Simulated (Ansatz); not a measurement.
Ansatz (a quantum-chemistry and plane-wave program) input (wB97M-V/def2-TZVPD):

Ansatz 0.2 input:
```yaml
crystal:
  periodic: [false, false, false]
  atoms:
    - {symbol: Li, position_ang: [-0.00000000, -0.00000000, -2.02545249]}
    - {symbol: Cl, position_ang: [0.00000000, 0.00000000, 0.35743279]}
basis:
  gaussian:
    orbitals: def2-TZVPD
hamiltonian:
  xc: {name: wB97M-V}
total_charge: 1
magnetization: {spin_polarized: true, initial_magnetization: 1}
output: {forces: true}
```

End of the output:

```
integrals: 0.05 GiB planned
143 factors; integrals over basis functions are off by at most 4.9e-5 eV
mean field: 0.28 GiB planned
mean field evaluation 1: about -12717.6929 eV, gradient 1.9e1 eV
mean field evaluation 2: about -12718.9101 eV, gradient 1.1e1 eV
mean field evaluation 4: about -12719.1577 eV, gradient 1.2e-1 eV
mean field evaluation 8: about -12719.1742 eV, gradient 5.6e-3 eV
mean field evaluation 16: about -12719.1742 eV, gradient 2.2e-5 eV
mean field -12719.17419643 eV, -467.4210303529 hartree, gradient 6.8e-6 eV, S^2 0.752255; 1 other end points of the search recorded, 0 dependent functions left out
the calculation of the forces begins
reference -12719.17424015 eV, -467.4210319595 hartree; 10, 9 occupied and 53, 54 virtual orbitals, 445 factors
Total energy: -12719.17424015 eV, -467.4210319595 hartree
Atom 0 at    -0.000000    -0.000000    -2.025452 Å, force     0.000000     0.000000    -0.039590 eV/Å
Atom 1 at     0.000000     0.000000     0.357433 Å, force     0.000000    -0.000000     0.039590 eV/Å
Dipole moment:    -0.000000    -0.000000    -1.666830 e Å
```
